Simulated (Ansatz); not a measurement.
This geometry of CuH$_{3}$O$_{2}$ (6 atoms, charge 0, multiplicity 1) is a first-order saddle point.

Theory: Ansatz 0.2.0, RKS PBE-D4/def2-SVP.

```xyz
6
Properties=species:S:1:pos:R:3
O -1.722 -0.801 -1.155
Cu -0.321 -0.318 -0.182
O 1.307 0.119 0.809
H -2.482 -0.271 -0.848
H 2.046 0.179 0.167
H 1.214 1.028 1.163
```

Problem. Which two structures does it join? (They come from a converged band through this point; their orientation in space is the band's.)

Solution. No bond is made or broken.

Image 0:

```xyz
6
Properties=species:S:1:pos:R:3
O -1.902 -1.075 -0.494
Cu -0.331 -0.397 -0.030
O 1.432 0.218 0.541
H -2.393 -0.362 -0.948
H 1.915 0.557 -0.241
H 1.321 0.996 1.125
```

Image 8:

```xyz
6
Properties=species:S:1:pos:R:3
O -1.941 0.311 -0.986
Cu -0.394 -0.022 -0.185
O 1.350 -0.245 0.663
H -2.466 -0.511 -0.919
H 2.048 -0.024 0.012
H 1.445 0.427 1.369
```

Problem. How far does it lie above each of them?

Solution. 0.8 kJ/mol above the first and 1.6 kJ/mol above the second. This is the barrier of this one path; another mechanism may lie lower.

Time of the run: 41 s on 1 thread of Intel(R) Xeon(R) 6975P-C (Granite Rapids), with other jobs on the host, peak memory 0.15 GiB.
